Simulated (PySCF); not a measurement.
## Adding and removing an electron: GeSe

TPSS; basis Ge def2-TZVPPD, Se def2-TZVPPD; no relativity; PySCF 2.14. Neutral (UKS): singlet (closed shell), Re = 2.156 Å, ωe = 398 cm⁻¹, De = 5.36 eV, HOMO -6.67 eV, LUMO -3.19 eV.

GeSe⁺ (UKS): doublet (π ↑), Re = 2.312 Å, ωe = 315 cm⁻¹, De = 3.71 eV to Ge⁺ + Se. The energies at the minima are -4478.49866 hartree for GeSe and -4478.14704 for GeSe⁺.

**Question.** Work out the adiabatic ionisation energy, without and with harmonic zero-point energies (1 hartree = 27.2114 eV, 1 eV = 8065.5 cm⁻¹), and the change of the bond length.

**Answer.** At TPSS: 0.35162 hartree = 9.568 eV between the minima; the zero-point term (315.0 − 398.0)/2 cm⁻¹ = -0.005 eV makes it 9.563 eV. Re changes by +15.6 pm against the neutral. Minus the HOMO energy is 6.67 eV, -2.90 eV from the value between the minima; self-interaction puts the Kohn–Sham level too high, less so with exact exchange. The electron leaves a π orbital, and the longer bond of the ion fits a bonding orbital, or a change in how ionic the bond is.

GeSe⁻ (UKS): doublet (π ↑), Re = 2.272 Å, ωe = 319 cm⁻¹, De = 3.96 eV to Ge + Se⁻. The energies at the minima are -4478.49866 hartree for GeSe and -4478.52439 for GeSe⁻.

**Question.** Work out the adiabatic electron affinity, without and with harmonic zero-point energies (1 hartree = 27.2114 eV, 1 eV = 8065.5 cm⁻¹), and the change of the bond length.

**Answer.** At TPSS: 0.02573 hartree = 0.700 eV between the minima; the zero-point term (398.0 − 319.0)/2 cm⁻¹ = +0.005 eV makes it 0.705 eV. Re changes by +11.6 pm against the neutral. The electron enters a π orbital, and the longer bond of the ion fits an antibonding orbital, or a change in how ionic the bond is.

Spin–orbit coupling is left out. For an ion De counts to the pair picked by the measured ionisation energies or electron affinities, which need not be the lowest pair at this level. The highest Kohn–Sham level is positive in this anion. Much of that is self-interaction error, but it also means that the finite basis helps to hold the extra electron. States were picked by a PBE0 search and need not be the measured ground states.
